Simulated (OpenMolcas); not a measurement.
## Br⁵⁺: effect of the basis set

```json
{
  "Program": "OpenMolcas 26.06",
  "Method": "SS-CASPT2, IPEA 0.25 Eh, imaginary shift 0.1 Eh (closed shells correlated: 3d)",
  "Active space": "2 electrons in 8 orbitals (4s 4p 5s 5p)",
  "State averaging": "2S+1 = 3 even, 3 roots; 2S+1 = 1 even, 7 roots; 2S+1 = 3 odd, 3 roots; 2S+1 = 1 odd, 3 roots",
  "Spin-orbit coupling": "RASSI with atomic mean-field integrals over the reference wave functions, term energies averaged over their components"
}
```

A. ANO-RCC-VTZP [6s5p3d1f], DKH2, point nucleus; CASPT2 step roughly 2.9 core-seconds
B. ANO-R2 [6s5p4d2f1g], X2C, finite nucleus; CASPT2 step about 5 core-seconds
C. ANO-RCC-VQZP [7s6p4d2f1g], DKH2, point nucleus; CASPT2 step of the order of 6 core-seconds
D. ANO-RCC [9s8p6d4f2g], DKH2, point nucleus; CASPT2 step about 21 core-seconds

Energies in eV above 4s2 1S0, the measured ground level; measured values from Moore, Atomic Energy Levels, vol. II, NSRDS-NBS 35 (1971 reprint of NBS Circular 467, 1952).

```tsv
Level	A	B	C	D	Measured
4s2 1S0	0.0000	0.0000	0.0000	0.0000	0.0000
4s 4p 3P* 0	12.538	12.681	12.590	12.664	12.9335
4s 4p 3P* 1	12.782	12.924	12.829	12.903	13.1958
4s 4p 3P* 2	13.328	13.477	13.363	13.443	13.8039
4s 4p 1P* 1	19.109	18.600	18.966	18.814	18.7556
4p2 3P0	30.051	29.957	30.074	30.076	30.2690
4p2 3P1	30.398	30.315	30.415	30.424	30.6744
4p2 3P2 [52 %]	30.607	30.489	30.590	30.587	
4p2 1D2 [52 %]	31.342	31.223	31.302	31.308
```

Deviations, from unrounded energies. A percentage is the sum of absolute deviations over the sum of measured energies, with the sign that they share, or ± where signs differ.

| Against measurement | Levels | A | B | C | D |
| --- | --- | --- | --- | --- | --- |
| mean absolute deviation (cm-1) | 6 | 2900 | 2300 | 2400 | 1900 |
| other configurations (%) | 6 | ±1.8 | -1.4 | ±1.5 | ±1.2 |

D lies closest to measurement on these levels and A furthest from it. The largest miss of D in the table is 4s 4p 3P* 2, by -2900 cm-1. The ranking rests on the paired levels alone, and a cruder setting can come out closer through cancelling errors.

Among A to D the level of the table that moves most is 4s 4p 1P* 1, by 4100 cm-1 (lowest in B, highest in A). Moves below CASPT2's spread within the term are not significant.

CASPT2 does not keep the components of a term degenerate, so their means are used; among the terms shown or strongly mixed into the levels shown the widest spread is 140 cm-1 (4p2 1D, A). Over all roots computed the reference weight is 0.93 to 1.00 in A, 0.91 to 0.98 in B, 0.92 to 0.99 in C, 0.92 to 0.99 in D; the roots of lowest weight are the least certain, and an intruder state may touch them. Active for correlation alone: 5p 5s; no level in the range computed is led by a configuration that fills them, so any true level of that kind is missing. The ¹D term of p² mixes with s d, which this space lacks. Computed and measured levels are paired by configuration, term and J; levels that our copy of the source lacks, or whose pairing is in doubt (as where it misses far off the trend of its configuration), stay unpaired and out of the deviations. Levels of configurations outside the active space are missing. The table leaves out levels that lie high or whose names do not pair safely across all columns.

A share in square brackets marks a mixed level and gives the weight of the term that names it, the lowest over the columns. * marks odd parity.
